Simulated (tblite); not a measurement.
Compound: C7H14P (charge +1).
SMILES with atom numbers: `[CH3:1][CH2:2][C@@H:3]([CH3:4])[P+:5]1([CH3:6])[CH:7]=[CH:8]1` (hydrogens: H9, H10, H11 on C1; H12, H13 on C2; H14 on C3; H15, H16, H17 on C4; H18, H19, H20 on C6; H21 on C7; H22 on C8)
Bond orders are those of one Lewis drawing.

Computed with GFN2-xTB (tblite), gas phase: L-BFGS steps from a force-field or distance-geometry start until the largest atomic force falls under 0.01 eV/Å.

Step 28: E = -656.6514 eV
```
atom  x, y, z in Å  |  force x, y, z in eV/Å
C1     -1.8030   -1.5299   -0.1003   -0.034   0.026  -0.012
C2     -1.8009   -0.0556    0.2949    0.044  -0.011  -0.011
C3     -0.6362    0.6558   -0.3951   -0.077  -0.027  -0.028
C4     -0.5311    2.1477   -0.1154    0.004  -0.046   0.042
P5      0.9814   -0.1603    0.0360   -0.113   0.081   0.010
C6      1.9078   -1.0615   -1.2377    0.084  -0.026  -0.036
C7      1.5325   -0.3822    1.7205   -0.021   0.010   0.000
C8      2.0239    0.7306    1.1865   -0.028  -0.030  -0.009
H9     -1.0793   -2.1077    0.4795    0.039   0.091  -0.023
H10    -2.7796   -1.9823    0.0435   -0.005   0.026   0.116
H11    -1.5589   -1.6187   -1.1576   -0.037  -0.097  -0.028
H12    -2.7260    0.4242   -0.0376    0.077  -0.060   0.009
H13    -1.7451    0.0642    1.3806    0.024  -0.035  -0.079
H14    -0.7428    0.4865   -1.4743    0.087   0.059  -0.033
H15    -0.3420    2.3450    0.9372   -0.003  -0.013   0.048
H16     0.2675    2.5922   -0.7057    0.001   0.052  -0.002
H17    -1.4677    2.6288   -0.3832   -0.016   0.032  -0.019
H18     1.2775   -1.8002   -1.7257   -0.062  -0.040  -0.026
H19     2.2983   -0.3687   -1.9793   -0.046   0.084  -0.109
H20     2.7429   -1.5556   -0.7487    0.077  -0.096   0.031
H21     1.5250   -1.0059    2.5851   -0.046  -0.013   0.131
H22     2.6455    1.5731    1.3959    0.052   0.035   0.027
```

Step 29: E = -656.6560 eV
```
atom  x, y, z in Å  |  force x, y, z in eV/Å
C1     -1.8012   -1.5292   -0.1007   -0.063   0.004   0.000
C2     -1.8022   -0.0547    0.2911    0.099   0.012  -0.018
C3     -0.6383    0.6563   -0.4014    0.010  -0.025  -0.020
C4     -0.5293    2.1476   -0.1168   -0.018  -0.061   0.068
P5      0.9799   -0.1583    0.0379   -0.090   0.065   0.005
C6      1.9045   -1.0610   -1.2373    0.107  -0.020  -0.032
C7      1.5278   -0.3814    1.7246   -0.014  -0.001  -0.021
C8      2.0256    0.7281    1.1903   -0.058  -0.017  -0.039
H9     -1.0693   -2.0971    0.4799    0.023   0.076  -0.068
H10    -2.7748   -1.9862    0.0527    0.006   0.030   0.133
H11    -1.5703   -1.6230   -1.1605   -0.005  -0.089  -0.013
H12    -2.7268    0.4256   -0.0426    0.076  -0.070   0.051
H13    -1.7345    0.0624    1.3779   -0.032  -0.013  -0.128
H14    -0.7379    0.4855   -1.4817    0.070   0.064  -0.008
H15    -0.3453    2.3327    0.9407    0.001   0.013  -0.014
H16     0.2693    2.5999   -0.7036   -0.028   0.007   0.037
H17    -1.4671    2.6265   -0.3834   -0.020   0.060  -0.013
H18     1.2701   -1.7984   -1.7228   -0.038  -0.038  -0.016
H19     2.2947   -0.3693   -1.9813   -0.069   0.079  -0.094
H20     2.7442   -1.5530   -0.7521    0.039  -0.099   0.026
H21     1.5227   -1.0038    2.5901   -0.057  -0.020   0.131
H22     2.6477    1.5700    1.3984    0.063   0.043   0.034
```

Question: Estimate the geometry and energy of step 30. (The exact step hangs on the optimiser's Hessian estimate; all steps are aligned on step 29, rigid shifts and turns removed.)

Answer: E = -656.6605 eV, largest force 0.154 eV/Å
```
atom  x, y, z in Å  |  force x, y, z in eV/Å
C1     -1.7979   -1.5280   -0.1018   -0.067  -0.055   0.007
C2     -1.8029   -0.0536    0.2871    0.120   0.011  -0.035
C3     -0.6408    0.6576   -0.4062    0.096   0.000  -0.017
C4     -0.5284    2.1485   -0.1183   -0.052  -0.032   0.069
P5      0.9768   -0.1552    0.0407   -0.005   0.009   0.000
C6      1.9010   -1.0609   -1.2370    0.086  -0.008  -0.028
C7      1.5240   -0.3833    1.7290   -0.007  -0.011  -0.019
C8      2.0267    0.7246    1.1952   -0.070   0.001  -0.039
H9     -1.0518   -2.0845    0.4758   -0.023   0.076  -0.122
H10    -2.7669   -1.9927    0.0669    0.052   0.051   0.133
H11    -1.5820   -1.6263   -1.1656    0.003  -0.079   0.035
H12    -2.7273    0.4248   -0.0476    0.056  -0.064   0.075
H13    -1.7276    0.0607    1.3739   -0.068   0.010  -0.138
H14    -0.7319    0.4861   -1.4873    0.047   0.065   0.004
H15    -0.3511    2.3263    0.9435    0.000   0.029  -0.083
H16     0.2718    2.6072   -0.7018   -0.064  -0.047   0.085
H17    -1.4662    2.6274   -0.3892    0.007   0.059   0.011
H18     1.2597   -1.7978   -1.7180    0.009  -0.015   0.005
H19     2.2865   -0.3693   -1.9859   -0.086   0.044  -0.048
H20     2.7447   -1.5526   -0.7547   -0.014  -0.073   0.000
H21     1.5222   -1.0056    2.5968   -0.069   0.009   0.075
H22     2.6511    1.5658    1.4038    0.048   0.018   0.030
```

The energy changes by -0.0045 eV. The first-order estimate −F·Δx gives -0.0063 eV and the mean of the old and new forces, exact on a quadratic surface, -0.0045 eV. The step makes an angle of 71° with the force vector and moves no atom by more than 0.022 Å.

The cost below is that of the whole relaxation. Time: 0.74 s wall. Hardware: an Arm Neoverse V1 with one thread (shared host).
